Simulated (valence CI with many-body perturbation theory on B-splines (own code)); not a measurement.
## Forbidden lines of Pt VII

Level of theory: relativistic CI+MBPT: four valence electrons over a frozen Dirac-Fock core [Xe] 4f14, a basis of 9 s, 9 p, 10 d, 8 f, 5 g, 3 h, 1 i functions for each j, with the one-electron correlation potential Σ1 (screened to all orders), the two-electron term Σ2, the three-electron term Σ3, Breit, model QED; selected single and double excitations, second order for the rest, scaled by the run's own slope (own B-spline code, finite nucleus).

No measured spectrum was set against this ion. As an estimate, terms of the open shell hold to 2 to 4 % of their energy, and close levels can change places; different configurations can be misplaced against each other by 1,000 to 8,000 cm⁻¹. Core correlation moves these levels by up to 16000 cm⁻¹, and in measured spectra 5 to 20 % of such shifts remained as error; rates that hang on mixing are uncertain with them. Only levels of the ground parity were solved; by the run's estimate the other parity begins above the list, which can be wrong where configurations are misplaced.

Lines 51 to 100 of 120 in falling wavelength, among levels below 208670 cm⁻¹, chosen from the decays that carry over 1 % of a level's rate. Wavelengths and rates use the calculated energies, so an error of 2000 cm⁻¹ moves a line at 5414 Å by 11 % and its rate by three times that or more. Electric multipoles are in the length gauge, E1 and E2 with the static RPA response of the core. Weak lines are less certain than strong ones. Lines between different terms over intervals too small for the method are left out, as are lines whose strength nearly cancels.

Levels are named by their leading jj configuration (3d3/2^4 stands for four electrons in 3d with j = 3/2), which in mixed levels can hold well under half, so a name can repeat and another be missing. Letters in brackets count levels of one name in rising energy.

```csv
λ vac (Å),Upper,Lower,Type,A (s⁻¹),Branch %
5414,(5d3/2 5d5/2^3) J=2 [a],(5d3/2^2 5d5/2^2) J=3 [b],M1,3.37e+00,2.1
5371,(5d3/2^2 5d5/2^2) J=6,(5d3/2^3 5d5/2) J=4,E2,5.44e-03,1.9
5183,(5d3/2 5d5/2^3) J=6,(5d3/2^2 5d5/2^2) J=5,M1,3.93e+01,56.4
5168,(5d3/2^2 5d5/2^2) J=0 [a],(5d3/2^3 5d5/2) J=1,M1,2.04e+02,100.0
5146,(5d3/2^2 5d5/2^2) J=3 [b],(5d3/2^2 5d5/2^2) J=2 [a],M1,2.18e+01,39.6
5001,(5d3/2 5d5/2^3) J=3 [b],(5d3/2^2 5d5/2^2) J=3 [c],M1,2.86e+01,22.5
4940,(5d3/2 5d5/2^3) J=1 [a],(5d3/2^2 5d5/2^2) J=2 [b],M1,4.41e+01,19.9
4903,(5d3/2^2 5d5/2^2) J=2 [b],(5d3/2^2 5d5/2^2) J=2 [a],M1,3.27e+01,37.0
4668,(5d5/2^4) J=4,(5d3/2 5d5/2^3) J=5,M1,2.41e+01,7.6
4647,(5d3/2 5d5/2^3) J=3 [b],(5d3/2^2 5d5/2^2) J=2 [c],M1,2.11e+01,16.7
4444,(5d3/2^2 5d5/2^2) J=1,(5d3/2^2 5d5/2^2) J=2 [a],M1,1.11e+02,89.6
4438,(5d3/2 5d5/2^3) J=3 [b],(5d3/2^2 5d5/2^2) J=4 [b],M1,1.61e+01,12.7
4313,(5d3/2^2 5d5/2^2) J=2 [e],(5d3/2^2 5d5/2^2) J=3 [c],M1,6.25e+00,4.7
4177,(5d3/2^2 5d5/2^2) J=4 [b],(5d3/2^2 5d5/2^2) J=3 [a],M1,3.44e-01,1.6
4170,(5d3/2 5d5/2^3) J=5,(5d3/2^2 5d5/2^2) J=4 [a],M1,4.60e+00,7.0
4134,(5d3/2 5d5/2^3) J=3 [c],(5d3/2 5d5/2^3) J=2 [a],M1,1.43e+01,12.8
4056,(5d5/2^4) J=4,(5d3/2 5d5/2^3) J=3 [a],M1,7.42e+01,23.4
4051,(5d3/2^2 5d5/2^2) J=3 [c],(5d3/2^3 5d5/2) J=4,M1,4.36e+01,88.0
4047,(5d3/2^2 5d5/2^2) J=2 [e],(5d3/2^2 5d5/2^2) J=2 [c],M1,1.34e+00,1.0
4027,(5d3/2^2 5d5/2^2) J=4 [c],(5d3/2^2 5d5/2^2) J=5,M1,6.97e+00,8.6
4023,(5d3/2^2 5d5/2^2) J=2 [d],(5d3/2^2 5d5/2^2) J=1,M1,1.42e+01,11.2
4007,(5d3/2^2 5d5/2^2) J=2 [c],(5d3/2^2 5d5/2^2) J=3 [a],M1,2.80e+00,13.8
3883,(5d3/2 5d5/2^3) J=4 [a],(5d3/2^3 5d5/2) J=4,M1,1.52e+01,12.1
3856,(5d3/2 5d5/2^3) J=0,(5d3/2^2 5d5/2^2) J=1,M1,1.79e+02,92.2
3817,(5d3/2^2 5d5/2^2) J=2 [b],(5d3/2^3 5d5/2) J=1,M1,5.56e+01,62.8
3785,(5d3/2 5d5/2^3) J=3 [c],(5d3/2 5d5/2^3) J=3 [a],M1,3.13e+00,2.8
3777,(5d3/2^2 5d5/2^2) J=3 [c],(5d3/2^2 5d5/2^2) J=3 [a],M1,2.22e+00,4.5
3708,(5d3/2^2 5d5/2^2) J=2 [d],(5d3/2^2 5d5/2^2) J=2 [b],M1,4.38e+00,3.4
3708,(5d3/2^2 5d5/2^2) J=4 [c],(5d3/2^2 5d5/2^2) J=3 [b],M1,1.59e+01,19.6
3691,(5d3/2 5d5/2^3) J=1 [a],(5d3/2^2 5d5/2^2) J=0 [a],M1,8.01e+01,36.2
3630,(5d3/2 5d5/2^3) J=4 [a],(5d3/2^2 5d5/2^2) J=3 [a],M1,3.01e+01,24.0
3581,(5d3/2^2 5d5/2^2) J=2 [d],(5d3/2^2 5d5/2^2) J=3 [b],M1,2.30e+01,18.1
3483,(5d5/2^4) J=4,(5d3/2 5d5/2^3) J=4 [a],M1,1.23e+02,38.7
3445,(5d3/2^2 5d5/2^2) J=2 [c],(5d3/2^2 5d5/2^2) J=2 [a],M1,6.03e-01,3.0
3355,(5d3/2 5d5/2^3) J=3 [a],(5d3/2^3 5d5/2) J=4,M1,1.71e+00,1.0
3282,(5d3/2 5d5/2^3) J=3 [c],(5d3/2 5d5/2^3) J=4 [a],M1,1.43e+01,12.8
3274,(5d3/2^2 5d5/2^2) J=3 [c],(5d3/2^2 5d5/2^2) J=2 [a],M1,1.82e+00,3.7
3214,(5d3/2 5d5/2^3) J=3 [b],(5d3/2^2 5d5/2^2) J=3 [b],M1,1.85e+01,14.6
3202,(5d3/2^2 5d5/2^2) J=2 [e],(5d3/2^2 5d5/2^2) J=1,M1,2.92e+01,22.1
3176,(5d3/2^2 5d5/2^2) J=4 [c],(5d3/2^2 5d5/2^2) J=4 [a],M1,1.83e+01,22.6
3165,(5d3/2 5d5/2^3) J=3 [a],(5d3/2^2 5d5/2^2) J=3 [a],M1,2.66e+01,16.1
3095,(5d5/2^4) J=4,(5d3/2^2 5d5/2^2) J=4 [b],M1,3.35e+01,10.6
3027,(5d3/2 5d5/2^3) J=5,(5d3/2^3 5d5/2) J=4,M1,3.76e+00,5.7
3000,(5d3/2^2 5d5/2^2) J=2 [e],(5d3/2^2 5d5/2^2) J=2 [b],M1,1.85e+00,1.4
2956,(5d3/2 5d5/2^3) J=2 [a],(5d3/2^2 5d5/2^2) J=3 [a],M1,1.26e+02,76.9
2915,(5d3/2^2 5d5/2^2) J=2 [e],(5d3/2^2 5d5/2^2) J=3 [b],M1,3.23e+01,24.5
2915,(5d3/2^2 5d5/2^2) J=2 [e],(5d3/2^2 5d5/2^2) J=3 [b],E2,1.47e+00,1.1
2871,(5d3/2^2 5d5/2^2) J=2 [c],(5d3/2^3 5d5/2) J=1,M1,1.02e+01,50.0
2807,(5d3/2 5d5/2^3) J=3 [b],(5d3/2^2 5d5/2^2) J=4 [a],M1,2.05e+01,16.2
2804,(5d3/2 5d5/2^3) J=3 [a],(5d3/2^2 5d5/2^2) J=2 [a],M1,3.80e+01,23.0
```
